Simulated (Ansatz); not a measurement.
Cost and result for the atomization energy of C2H5ClSSi (`C=C(S)[SiH2]Cl`) (10 atoms, 9 bonds).

Cartesian coordinates in Å:
```
C 1.1753 0.8131 -0.2412
C 0.2729 -0.1704 -0.2731
S 0.4106 -1.6455 -1.2026
Si -1.3046 0.0453 0.6971
Cl -1.5631 -1.5161 2.0056
H 1.0123 1.6937 0.3705
H 2.0982 0.7812 -0.8139
H 1.5779 -1.3637 -1.8091
H -1.1968 1.3052 1.4664
H -2.4828 0.0571 -0.1998
```

The species carries charge 0 and has multiplicity 1. All single points use the PBE0-D4/def2-TZVP geometry. It is one conformer, not always the lowest. Program: Ansatz. All runs use 4 threads of an Arm Neoverse V1 on a shared host. Times are those of one run each, without the atoms' runs, and a repeat can differ threefold. Electronic energies, without spin–orbit coupling; frozen cores. CCSD(T)/CBS adds CCSD(T) − MP2 in def2-TZVPP to the MP2 limit, and its time is that of the two runs behind it. T1 = 0.011. B3LYP takes the VWN-RPA correlation (the form of Gaussian; ORCA's B3LYP/G).

CCSD(T)/CBS is a level of theory with its own doubt, some kJ/mol a heavy atom from the limit and from the frozen cores, so smaller differences don't rank the functionals.

| level | functions | atomization (kJ/mol) | difference from CCSD(T)/CBS | per bond |
| --- | --- | --- | --- | --- |
| PBE0-D4/def2-TZVPP | 258 | 3572.2 | 14.0 | 1.6 |
| PBE-D4/def2-TZVPP (with forces) | 258 | 3625.1 | 66.9 | 7.4 |
| CCSD(T)/CBS(def2) | – | 3558.2 | 0.0 | 0.0 |
| B3LYP-D4/def2-TZVPP (with forces) | 258 | 3547.7 | -10.5 | -1.2 |
| r2SCAN-D4/def2-TZVPP (with forces) | 258 | 3576.0 | 17.8 | 2.0 |
| CCSD(T)/def2-TZVPP | 258 | 3456.5 | -101.7 | -11.3 |
| ωB97M-V/def2-TZVPP (with forces) | 258 | 3575.6 | 17.4 | 1.9 |
| MP2/def2-QZVPP | 474 | 3577.3 | 19.1 | 2.1 |
| ωB97X-V/def2-TZVPP | 258 | 3572.2 | 14.0 | 1.6 |
| B2PLYP/def2-TZVPP | 258 | 3505.5 | -52.7 | -5.8 |

**Question.** Order the runs by time, with rough figures. (An estimate is asked.)

**Answer.** Ansatz gave: PBE-D4/def2-TZVPP (with forces) 2.9 s; PBE0-D4/def2-TZVPP 3.8 s; r2SCAN-D4/def2-TZVPP (with forces) 6 s; B3LYP-D4/def2-TZVPP (with forces) 6.5 s; B2PLYP/def2-TZVPP 6.5 s; ωB97X-V/def2-TZVPP 9 s; ωB97M-V/def2-TZVPP (with forces) 14 s; MP2/def2-QZVPP 31 s; CCSD(T)/def2-TZVPP 2.5 min; CCSD(T)/CBS(def2) 3 min.

From PBE to PBE0 (25 % exact exchange), in def2-TZVPP and without D4, the atomization energy moves by −48.8 kJ/mol: exact exchange takes away binding that semilocal exchange gives to molecules. In def2-TZVPP, CCSD(T) changes the Hartree–Fock value by +849.9 kJ/mol (the triples alone add +61.7 kJ/mol) and MP2 by +910.7 kJ/mol; breaking electron pairs costs correlation energy, which Hartree–Fock lacks. The D4 term adds +46.9 kJ/mol with B3LYP and +24.6 kJ/mol with PBE0; it sums over pairs of atoms, weighted by their polarisabilities, and B3LYP, whose exchange is more repulsive, gets the larger term.
